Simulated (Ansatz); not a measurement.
Cartesian coordinates in Å:
```
O 0.585 1.965 -1.419
Si 1.308 1.514 -0.024
O 0.375 0.418 0.776
Si -0.547 -0.845 0.356
O 0.107 -2.300 0.666
O -0.695 -0.721 -1.274
O -1.959 -0.791 1.168
H 0.187 1.241 -1.914
H 2.631 0.887 -0.265
H 1.433 2.724 0.814
H -0.050 -2.673 1.534
H -1.028 -1.490 -1.739
H -2.346 0.072 1.322
```

Total charge 0; spin multiplicity 1.

Problem. List the r2SCAN/def2-TZVPP orbital energies in eV (the Gaussian-basis code of Ansatz). (Estimate.)

Solution. Ansatz gave: Occupied: -1792.67, -1791.77, -516.22, -516.04, -516.02, -515.85, -515.60, -142.84, -142.05, -97.72, -97.71, -97.71, -96.97, -96.91, -96.88, -27.48, -26.61, -26.46, -26.39, -25.90, -15.39, -14.28, -13.81, -13.57, -12.94, -10.82, -10.28, -10.07, -9.99, -9.45, -9.22, -8.93, -8.80, -8.51, -8.13, -7.97, -7.34. Lowest empty: -0.04, 0.64, 1.16, 1.36, 1.44, 2.28, 2.90, 3.23.
